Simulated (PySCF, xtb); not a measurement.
iodine monochloride cation (ClI), SMILES ClI (connectivity only; charge and spin as stated), charge +1, multiplicity 2.

Harmonic wavenumbers (cm⁻¹) from GFN2-xTB (xtb) at its own minimum, in rising order: 395.

What does PBE-D3(BJ)/def2-TZVP (PySCF 2.14.0) give at its own minimum? (Estimate from the structure and the level; the computed values follow.)

425. Paired by order, the mean absolute difference is 30 cm⁻¹ and the zero-point energies are 0.6 and 0.6 kcal/mol.
